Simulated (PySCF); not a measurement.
Gas-phase reaction: SF6 + 2 O ⇌ SO2 + 3 F2

Computed with PySCF and rigid-rotor harmonic-oscillator thermochemistry at 1 bar. 'Table' is the NASA 1993 thermochemical table (part measured, part estimated). † marks an energy on the PBE0/def2-TZVP geometry and frequencies; other levels use their own. 6-31G* has spherical d functions here. Open shells (unrestricted): O (multiplicity 3); the rest are closed-shell singlets. Spin-orbit splitting is ignored; it lowers the true energy and changes the entropy of O. B3LYP is the form with VWN-RPA correlation.

```
level               ΔH°(298 K), kJ
------------------  --------------
table                        425.3
B3LYP/6-31G*                 384.4
PBE/def2-SVP                 260.4
PBE0/def2-QZVP†                  ?
PBE0/def2-SVP†                   ?
ωB97M-V/def2-TZVP†               ?
```

Task: Some entries are withheld; supply them.

Result: 
- PBE0/def2-QZVP†, ΔH°(298 K), kJ: 473.4
- PBE0/def2-SVP†, ΔH°(298 K), kJ: 439.7
- ωB97M-V/def2-TZVP†, ΔH°(298 K), kJ: 459.5
